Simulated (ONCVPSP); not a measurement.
How hard is this tungsten (W) ONCV potential?

tungsten, optimised norm-conserving Vanderbilt (ONCV), made with ONCVPSP 4.0.1 (PBE, scalar-relativistic). Core [Kr] 4d10 4f14, reference 5s2 5p6 5d4.5 6s1.5. Waves: 5s+6s: rc 1.90 bohr, ncon 4, nbas 8, qcut 7 1/bohr, 3 projectors, debl 3.4 Ha; 5p: rc 2.10 bohr, ncon 4, nbas 8, qcut 6.6 1/bohr, 2 projectors, debl 0.8 Ha; 5d: rc 2.85 bohr, ncon 3, nbas 8, qcut 6.2 1/bohr, 2 projectors, debl 2.5 Ha. Local part: polynomial inside 1.70 bohr (lpopt 5, dvloc0 0 Ha). Core correction: polynomial model core, fcfact 0.75.

In the p channel the program set the typed energies aside and used -1.553, 0.250 Ha.

Question: For each optimised wave give the share of its norm inside rc, the residual kinetic energy above qcut (Ha) and the cutoffs (Ha) for errors of 10, 1, 0.1 and 0.01 mHa per electron.

Answer:

| wave | norm inside rc | residual KE | 10 mHa | 1 mHa | 0.1 mHa | 0.01 mHa |
| --- | --- | --- | --- | --- | --- | --- |
| 5s | 0.977 | 4.9e-07 | 11.1 | 15.8 | 19.0 | 21.7 |
| 6s | 0.093 | 1.4e-06 | 7.5 | 15.2 | 19.1 | 22.2 |
| s projector 3 | 0.120 | 3.8e-05 | 14.6 | 19.7 | 23.2 | 32.9 |
| 5p | 0.957 | 1.2e-08 | 9.3 | 12.1 | 14.5 | 16.5 |
| p projector 2 | 0.147 | 8.8e-07 | 7.9 | 10.4 | 12.5 | 15.1 |
| 5d | 0.807 | 5.1e-09 | 8.7 | 11.2 | 13.4 | 15.2 |
| d projector 2 | 0.208 | 1.8e-07 | 10.4 | 12.8 | 15.0 | 16.5 |

The occupied waves need 16 Ha and 19 Ha for 1 and 0.1 mHa.
